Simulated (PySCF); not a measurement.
Sn(H)(F)2(OMe) (CH4F2OSn), SMILES C[O][SnH]([F])[F]. Atoms are numbered in the order given.

```xyz
9

Sn     0.3957     0.2788     0.0000
F      0.7894    -0.8651    -1.5116
F      0.7894    -0.8651     1.5116
O     -1.5392     0.6153     0.0000
C     -2.4665    -0.4600     0.0000
H      1.3316     1.6942     0.0000
H     -2.3659    -1.0989     0.8961
H     -3.4794    -0.0260     0.0000
H     -2.3659    -1.0989    -0.8961
```

The structure is a stationary point at B3LYP-D3(BJ)/def2-SVP. The def2 effective core potentials stand for the cores of Sn; spin–orbit coupling is left out. The values are those of a single conformer.

The numbers are results of TDDFT-PBE/def2-SVPD (PySCF), not measurements.

Vertical excitations.  State labels are in the subgroup Cs.

Task: Give excitation energies, oscillator strengths and character. (An estimate is asked for; the answer gives what the named calculation found.)

Result: 
| state | symmetry | energy (eV) | λ (nm) | f | main pairs |
|---|---|---|---|---|---|
| S1 | A" | 4.13 | 300 | 0.003 | HOMO→LUMO 100 % |
| S2 | A' | 5.04 | 246 | 0.052 | HOMO−1→LUMO 90 % |
| S3 | A" | 6.00 | 207 | 0.003 | HOMO→LUMO+2 100 % |
| S4 | A' | 6.06 | 205 | 0.061 | HOMO→LUMO+1 88 % |
| S5 | A" | 6.30 | 197 | 0.010 | HOMO−3→LUMO 83 %, HOMO−4→LUMO 15 % |
| S6 | A" | 6.35 | 195 | 0.004 | HOMO−4→LUMO 77 %, HOMO−1→LUMO+1 12 % |
| S7 | A' | 6.43 | 193 | 0.056 | HOMO−2→LUMO 88 % |
| S8 | A" | 6.44 | 193 | 0.001 | HOMO−1→LUMO+1 87 % |
| S9 | A' | 6.58 | 188 | 0.008 | HOMO−5→LUMO 90 % |
| S10 | A' | 6.66 | 186 | 0.041 | HOMO−1→LUMO+2 88 % |
| T1 | A" | 3.84 | 323 | 0 | HOMO→LUMO 100 % |
| T2 | A' | 4.37 | 284 | 0 | HOMO−1→LUMO 99 % |
| T3 | A' | 5.58 | 222 | 0 | HOMO→LUMO+1 97 % |
| T4 | A' | 5.73 | 216 | 0 | HOMO−2→LUMO 94 % |
Triplets are in the Tamm–Dancoff approximation, which puts them higher than full response would, so one can lie above its singlet here.
